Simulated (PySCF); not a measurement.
Al(Me)(Et)(OH) (C3H9AlO), SMILES C[CH2][Al]([CH3])[OH].

Coordinates come from a r2SCAN-D4/def2-SVP optimisation. The structure was generated by enumeration; whether it is a known compound was not checked. The values are those of a single conformer.

Level of theory: PBE0/def2-TZVP run with PySCF.

Gas-phase values at a fixed geometry.

Computed frontier levels, gap, dipole moment and polarisability:
The highest occupied level is -7.28 eV and the lowest empty level is 0.06 eV. The orbital gap is 7.34 eV, the dipole moment is 0.268 e·Å and the quadrupole, principal values (traceless, Buckingham form, about the centre of nuclear charge) is -7.29, 2.84, 4.45 D·Å. The mean static polarisability is 65.2 bohr³ (9.65 Å³). The polarisability, principal values is 54.5, 63.3, 77.6 bohr³.
